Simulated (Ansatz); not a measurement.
Gas-phase electronic energies from Ansatz, PBE0-D4/def2-TZVP geometries. CBS: MP2 limit from def2 TZ/QZ plus the TZ coupled-cluster correction, frozen cores. This one scheme is used for every species. Functionals use def2-TZVPP. B3LYP here is the variant with VWN-RPA as its local correlation; programs differ in this. One conformer a species, not always the lowest.

Reaction (ligand exchange at the Si–S bond): `CCBS[SiH3]` + `CBN` → `CBN[SiH3]` + `CCBS`

CCSD(T)/CBS gives +13.2 kJ/mol.

Problem. Another level gave +16.6 kJ/mol. Which?
A. LDA (SPW92)/def2-TZVPP
B. HF/def2-TZVPP
C. B3LYP-D4/def2-TZVPP
D. PBE-D4/def2-TZVPP

Solution. A. LDA (SPW92) 16.6, PBE-D4 21.2, B3LYP-D4 12.0, HF/def2-TZVPP 6.3 kJ/mol.

Largest T1 diagnostic among the species: 0.012.

From BLYP to BHLYP (50 % exact exchange), in def2-TZVPP and without D4, ΔE moves by −4.4 kJ/mol. At CCSD(T), def2-SVP lies −3.7 kJ/mol from the extrapolated value and def2-TZVPP −2.6 kJ/mol.
